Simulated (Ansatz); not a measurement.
Basis sets compared for SiHMe3 (C3H10Si). Total charge 0; singlet. Geometry PBE-D4/def2-SVP. Ansatz on 4 threads of Arm Neoverse V2 on a shared host; times are rough, and most runs start from earlier orbitals.

```xyz
14

Si   -0.3267    0.0776   -0.3650
H    -1.3230    0.3144   -1.4776
C    -1.2162    0.2665    1.2968
H    -1.6550    1.2798    1.4047
H    -0.5117    0.1092    2.1402
H    -2.0384   -0.4717    1.3985
C     1.0636    1.3556   -0.5129
H     1.5870    1.2688   -1.4873
H     1.8158    1.2135    0.2910
H     0.6694    2.3894   -0.4306
C     0.3724   -1.6743   -0.5385
H     0.8904   -1.8057   -1.5108
H    -0.4322   -2.4358   -0.4770
H     1.1046   -1.8873    0.2684
```

B3LYP takes the VWN-RPA correlation.

Binding counts from free atoms (Si triplet, H doublet, C triplet) in the same basis, without a counterpoise term.

| level | functions | energy (Eh) | HOMO (eV) | LUMO (eV) | binding per atom (eV) | wall time |
| --- | --- | --- | --- | --- | --- | --- |
| HF/6-31G | 60 | -408.2766 | -11.56 | 5.45 | 2.78 | 0.25 s |
| HF/def2-TZVP | 190 | -408.4404 | -11.69 | 3.47 | 2.94 | 0.8 s |
| PBE-D4/def2-SVP | 110 | -409.3510 | -7.16 | 0.81 | 3.86 | 0.8 s |
| PBE-D4/def2-TZVP | 190 | -409.5883 | -7.21 | 0.28 | 3.85 | 1.4 s |
| r2SCAN-D4/def2-TZVP | 190 | -409.8093 | -7.50 | 1.05 | 3.83 | 2.8 s |
| B3LYP-D4/6-31G | 60 | -409.8224 | -8.18 | 2.10 | 3.73 | 0.7 s |
| B3LYP-D4/def2-TZVP | 190 | -409.9609 | -8.31 | 0.71 | 3.83 | 2.2 s |
| PBE0-D4/def2-SVP | 110 | -409.4131 | -8.51 | 1.63 | 3.84 | 1 s |
| PBE0-D4/def2-TZVP (with forces) | 190 | -409.6444 | -8.52 | 1.04 | 3.83 | 2.7 s |

Problem. Estimate the rows for PBE-D4/def2-TZVPD, r2SCAN-D4/def2-TZVPD, PBE0-D4/def2-TZVPD.

Solution. 
| level | functions | energy (Eh) | HOMO (eV) | LUMO (eV) | binding per atom (eV) | wall time |
| --- | --- | --- | --- | --- | --- | --- |
| PBE-D4/def2-TZVPD | 244 | -409.5890 | -7.23 | -0.34 | 3.85 | 2 s |
| r2SCAN-D4/def2-TZVPD | 244 | -409.8097 | -7.50 | 0.42 | 3.83 | 4 s |
| PBE0-D4/def2-TZVPD | 244 | -409.6450 | -8.52 | 0.28 | 3.83 | 2.6 s |
